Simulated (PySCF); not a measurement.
Ga(Cl)2(SeH) (Cl2GaHSe), SMILES [Cl][Ga]([Cl])[SeH].

The structure is a stationary point at PBE0-D3(BJ)/def2-SVP. The structure was generated by enumeration; whether it is a known compound was not checked. One conformer was computed; it need not be the lowest.

Computed with PBE/def2-TZVP (PySCF).

Gas-phase values at a fixed geometry.

* **total energy**: -5246.56522 hartree
* **point group**: Cs
* **highest occupied level**: -6.80 eV
* **lowest empty level**: -2.62 eV
* **orbital gap**: 4.17 eV
* **dipole moment**: 1.65 D
* **quadrupole, principal values (traceless, Buckingham form, about the centre of nuclear charge)**: -3.26, 1.36, 1.90 D·Å
* **mean static polarisability**: 80.2 bohr³ (11.88 Å³)
* **polarisability, principal values**: 54.7, 85.4, 100.5 bohr³
